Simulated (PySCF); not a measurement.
# Gallium: a sound run and one with changed settings

Sound run: Ga [Ar] 3d10 4s2 4p1, Ga⁺ [Ar] 3d10 4s2. Calculation: PySCF 2.14, in x2c-TZVPall (6s5p4d1f, 48 functions); scalar relativity by spin-free X2C-1e. In the sound run the correlated levels freeze [Ar] 3d10. The sound run starts from symmetry-adapted Hartree-Fock orbitals and uses a fine grid where one is needed.

A second run was set up differently.

```
species  method  sound run (hartree)  changed run (hartree)  converged
     Ga     MP2          -1942.20279            -1942.51601        yes
    Ga⁺     MP2          -1941.99255            -1942.30226        yes
```

Ionisation energy of Ga:

| method | sound run (eV) | changed run (eV) |
| --- | --- | --- |
| UHF | 5.516 | 5.516 |
| MP2 | 5.721 | 5.816 |
| SCS-MP2 | 5.704 | 5.763 |

Task: What was changed?
A. a valence shell is frozen
B. level shift left on
C. all electrons correlated in a valence basis
D. minimal basis

Result: C. A valence basis has no tight correlating functions, so it recovers only part of the core correlation, and not evenly between atom and ion.
